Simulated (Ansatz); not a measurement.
One change: `[OH][SnH2][Cl]` becomes `[NH2][SnH]([OH])[Cl]`.

Ansatz, PBE0-D4/def2-TZVP geometries, multiplicity 1. Each molecule was computed in one conformer, which needn't be the lowest.

Elements past krypton have def2 core potentials.

```json
{"property": "HOMO–LUMO gap (PBE/def2-TZVPP) / eV", "`[OH][SnH2][Cl]`": "5.39"}
{"property": "HOMO–LUMO gap (B3LYP/def2-TZVPP) / eV", "`[OH][SnH2][Cl]`": "7.29"}
{"property": "HOMO energy (ωB97M-V/def2-TZVPP) / eV", "`[OH][SnH2][Cl]`": "-10.99"}
{"property": "LUMO energy (ωB97M-V/def2-TZVPP) / eV", "`[OH][SnH2][Cl]`": "0.92"}
{"property": "HOMO–LUMO gap (PBE0/def2-TZVPP) / eV", "`[OH][SnH2][Cl]`": "7.87"}
{"property": "LUMO energy (PBE0/def2-TZVPP) / eV", "`[OH][SnH2][Cl]`": "-0.86"}
```

Question: What does the change do to each property? (Best estimate.)

Answer: Computed: 
```
                             property  `[NH2][SnH]([OH])[Cl]`  shift
  HOMO–LUMO gap (PBE/def2-TZVPP) / eV                    4.61  -0.78
HOMO–LUMO gap (B3LYP/def2-TZVPP) / eV                    6.40  -0.89
HOMO energy (ωB97M-V/def2-TZVPP) / eV                  -10.31   0.68
LUMO energy (ωB97M-V/def2-TZVPP) / eV                    0.95   0.03
 HOMO–LUMO gap (PBE0/def2-TZVPP) / eV                    7.01  -0.86
   LUMO energy (PBE0/def2-TZVPP) / eV                   -0.96  -0.10
```

With PBE0 the HOMO rises by 0.76 eV and the LUMO falls by 0.10 eV, so the gap narrows by about 0.86 eV. PBE moves the HOMO by 0.66 eV and ωB97M-V by 0.68 eV. The zero-point energy changes by 48.9 kJ/mol with +6 modes.

B3LYP here is the variant with VWN-RPA as its local correlation; programs differ in this.
